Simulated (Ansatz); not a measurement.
Basis sets compared for Li₈F₈ (started as a model of: 1x4x4 LiF rock-salt block). The state is a singlet with charge 0. Geometry PBE0-D4/def2-SVP. Ansatz on 4 threads of Intel Xeon Platinum 8259CL on a shared host; times are rough, and most runs start from earlier orbitals.

```xyz
16

Li   -0.8935   -3.1681    1.4311
F     0.3069   -2.9116    0.2422
Li    0.8292   -2.3239   -1.3755
F     2.0339   -1.7618   -2.4486
F    -1.3601   -1.5908    1.8896
Li   -0.0608   -1.0918    0.6177
F     0.0287   -0.6373   -1.1593
Li    1.4743   -0.1550   -2.2959
Li   -1.4764    0.1555    2.2938
F    -0.0227    0.6382    1.1673
Li    0.0697    1.0915   -0.6100
F     1.3595    1.5912   -1.8909
F    -2.0394    1.7614    2.4417
Li   -0.8282    2.3246    1.3767
F    -0.3061    2.9100   -0.2410
Li    0.8851    3.1679   -1.4387
```

Binding counts from free atoms (Li doublet, F doublet) in the same basis, without a counterpoise term.

| level | functions | energy (Eh) | HOMO (eV) | LUMO (eV) | binding per atom (eV) | wall time |
| --- | --- | --- | --- | --- | --- | --- |
| PBE-D4/def2-SVP | 184 | -858.3898 | -6.27 | -1.19 | 4.15 | 3 s |
| PBE-D4/def2-TZVP (with forces) | 360 | -859.3800 | -6.64 | -1.19 | 3.97 | 7.5 s |
| r2SCANh-D4/def2-TZVP (with forces) | 360 | -859.9205 | -7.76 | -0.39 | 3.89 | 19 s |
| PBE0-D4/def2-SVP | 184 | -858.4273 | -8.25 | -0.67 | 4.01 | 4.4 s |
| PBE0-D4/def2-TZVP | 360 | -859.4065 | -8.57 | -0.62 | 3.84 | 10 s |

Question: Estimate the rows for PBE-D4/def2-TZVPD, r2SCANh-D4/def2-TZVPD, PBE0-D4/def2-TZVPD.

Answer: 
```csv
level,functions,energy (Eh),HOMO (eV),LUMO (eV),binding per atom (eV),wall time
PBE-D4/def2-TZVPD,456,-859.3917,-6.70,-1.19,3.97,9 s
r2SCANh-D4/def2-TZVPD,456,-859.9318,-7.79,-0.45,3.90,26 s
PBE0-D4/def2-TZVPD,456,-859.4173,-8.61,-0.66,3.85,21 s
```
